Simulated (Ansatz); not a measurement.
Rb₂F₃⁻ (the lowest singlet isomer of a short search), 5 atoms. Hardware: 2 threads of Arm Neoverse V2 on a shared host.

In the def2 sets Rb takes a core potential; there is no spin–orbit coupling. Correlated methods freeze 3 core orbitals; core or outer-core shells of Rb are correlated, in sets that lack core-valence functions.

(1) How many basis functions does each of these Ansatz runs have, and roughly what does it cost? RPA@PBE/def2-TZVPD, charge -1 singlet, energy, from earlier orbitals; LC-ωPBE/def2-TZVPD, charge -1 singlet, energy, from earlier orbitals; PBE0-D4/def2-SVPD, charge -1 singlet, relaxation, 4 steps; PBE0-D4/def2-SVP, charge -1 unrestricted singlet, energy with a search over starts; BHLYP-D4/def2-TZVPD, charge -1 singlet, energy and forces, from earlier orbitals; PBE-D4/def2-TZVPD, charge -1 quintet, energy, from earlier orbitals; PBE0-D4/def2-SVPD, charge -1 quintet, relaxation, 22 steps; LDA (SPW92)/def2-TZVPD, charge -1 quintet, energy, from earlier orbitals; CCSD(T)/def2-TZVPD, charge -1 singlet, energy, from earlier orbitals; r2SCAN-D4/def2-TZVPD, charge 0 doublet at the geometry of the charge -1 singlet, energy, from earlier orbitals; PBE-D4/def2-TZVPD, charge -1 unrestricted singlet, energy, from earlier orbitals; HF/STO-3G, charge -1 triplet, energy.

Answers

(1) Other jobs shared the machine, so times can vary by a factor of up to 3. A dash marks memory too small to be measured apart from the calling script's.

| run | functions | fitting or Cholesky vectors | wall time | peak host memory (GiB) |
| --- | --- | --- | --- | --- |
| HF/STO-3G, charge -1 triplet, energy | 59 | 634 | 1.6 s | – |
| PBE0-D4/def2-SVP, charge -1 unrestricted singlet, energy with a search over starts | 90 | 845 | 3.4 s | – |
| LC-ωPBE/def2-TZVPD, charge -1 singlet, energy, from earlier orbitals | 186 | 1239 | 3.8 s | – |
| PBE-D4/def2-TZVPD, charge -1 unrestricted singlet, energy, from earlier orbitals | 186 | 1239 | 7 s | – |
| BHLYP-D4/def2-TZVPD, charge -1 singlet, energy and forces, from earlier orbitals | 186 | 1369 | 7 s | – |
| RPA@PBE/def2-TZVPD, charge -1 singlet, energy, from earlier orbitals | 186 | 1457 | 8.5 s | – |
| LDA (SPW92)/def2-TZVPD, charge -1 quintet, energy, from earlier orbitals | 186 | 1239 | 10 s | – |
| PBE0-D4/def2-SVPD, charge -1 singlet, relaxation, 4 steps | 123 | 1261 | 11 s | – |
| PBE-D4/def2-TZVPD, charge -1 quintet, energy, from earlier orbitals | 186 | 1239 | 28 s | – |
| r2SCAN-D4/def2-TZVPD, charge 0 doublet at the geometry of the charge -1 singlet, energy, from earlier orbitals | 186 | 1239 | 41 s | 0.59 |
| CCSD(T)/def2-TZVPD, charge -1 singlet, energy, from earlier orbitals | 186 | 1457 | 3.2 min | 2.7 |
| PBE0-D4/def2-SVPD, charge -1 quintet, relaxation, 22 steps | 123 | 1257 | 7.4 min | – |
